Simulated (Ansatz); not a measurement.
Process, species as SMILES: OCl (HOCl) -> [O]Cl + H atom (the H-O bond at the site shown breaks; other sites are not compared here)
Structures are relaxed separately at B3LYP-D3(BJ)/def2-TZVP in Ansatz (an electronic-structure program).
Geometry of the first species:
```xyz
3

O      0.0220     1.1044    -0.0012
H     -0.9233     1.3146     0.0160
Cl     0.0439    -0.5970    -0.0004
```

Property: bond dissociation energy (electronic energy difference), in kcal/mol. Cores are frozen in the correlated levels unless marked. Open shells are spin-unrestricted. No spin-orbit coupling. No relativistic terms. Basis-set limits of correlation are two-point, X^-3; Hartree-Fock from the larger set.

```tsv
level	program	bond dissociation energy (kcal/mol)
HF/cc-pV(Q+d)Z	Ansatz	72.1
PBE0-D4/def2-TZVPD	Ansatz + dftd4	95.1
PBE0/def2-QZVPP	Ansatz	95.6
BHLYP/def2-TZVPD	Ansatz	95.5
SCS-MP2/cc-pV(T+d)Z	Ansatz	106.9
CCSD(T)/cc-pV(Q+d)Z	Ansatz	101.0
CCSD(T)/CBS(aug-cc-pV(T+d)Z,aug-cc-pV(Q+d)Z)	Ansatz	101.8
```
